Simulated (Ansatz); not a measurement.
`NC[SiH2][NH][AlH2]` and `C[SiH2][NH][AlH2]` differ in one atom or group.

Ansatz, PBE0-D4/def2-TZVP geometries, multiplicity 1. Each molecule was computed in one conformer, which needn't be the lowest.

```json
{"property": "LUMO energy (PBE/def2-TZVPP) / eV", "`NC[SiH2][NH][AlH2]`": "-1.66"}
{"property": "LUMO energy (B3LYP/def2-TZVPP) / eV", "`NC[SiH2][NH][AlH2]`": "-1.11"}
{"property": "HOMO energy (B3LYP/def2-TZVPP) / eV", "`NC[SiH2][NH][AlH2]`": "-6.58"}
{"property": "LUMO energy (PBE0/def2-TZVPP) / eV", "`NC[SiH2][NH][AlH2]`": "-0.91"}
{"property": "HOMO energy (ωB97M-V/def2-TZVPP) / eV", "`NC[SiH2][NH][AlH2]`": "-9.18"}
{"property": "HOMO–LUMO gap (ωB97M-V/def2-TZVPP) / eV", "`NC[SiH2][NH][AlH2]`": "9.85"}
```

**Question.** What does the change do to each property? (Estimate.)

**Answer.** Ansatz gave: 
```tsv
property	`C[SiH2][NH][AlH2]`	shift
LUMO energy (PBE/def2-TZVPP) / eV	-1.64	0.02
LUMO energy (B3LYP/def2-TZVPP) / eV	-1.09	0.02
HOMO energy (B3LYP/def2-TZVPP) / eV	-7.37	-0.79
LUMO energy (PBE0/def2-TZVPP) / eV	-0.88	0.03
HOMO energy (ωB97M-V/def2-TZVPP) / eV	-9.89	-0.71
HOMO–LUMO gap (ωB97M-V/def2-TZVPP) / eV	10.59	0.74
```

B3LYP here is the variant with VWN-RPA as its local correlation; programs differ in this.
